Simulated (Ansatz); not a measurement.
Frontier orbitals of `B/N=C\Cl`.

```tsv
atom	x (Å)	y (Å)	z (Å)
B1	-0.546	1.136	0.526
N2	0.048	0.077	-0.091
C3	0.551	-0.925	-0.586
Cl4	0.367	-2.527	0.082
H5	0.069	1.731	1.361
H6	-1.653	1.444	0.195
H7	1.163	-0.936	-1.486
```

The species carries charge 0 and has multiplicity 1. The geometry is a stationary point of PBE0-D4/def2-TZVP. Basis def2-TZVPP, the Gaussian-basis code of Ansatz.

Orbital energies of one run (eV). Highest occupied ones, from the top: -8.20, -8.41, -9.15, -9.95, -11.66, -11.96, -13.41, -15.41, -18.19, -23.28, -26.29, -183.86, -196.69, -196.72. Empty: -1.29, -0.97, 0.61, 1.66, 2.28, 2.66.

**Question.** Which functional gave them?
A. ωB97X-V
B. B3LYP
C. PBE
D. BHLYP

**Answer.** B. HOMO energies: B3LYP -8.20, BHLYP -9.56, PBE -7.16, ωB97X-V -10.73 eV.

B3LYP here is the variant with VWN-RPA as its local correlation; programs differ in this.
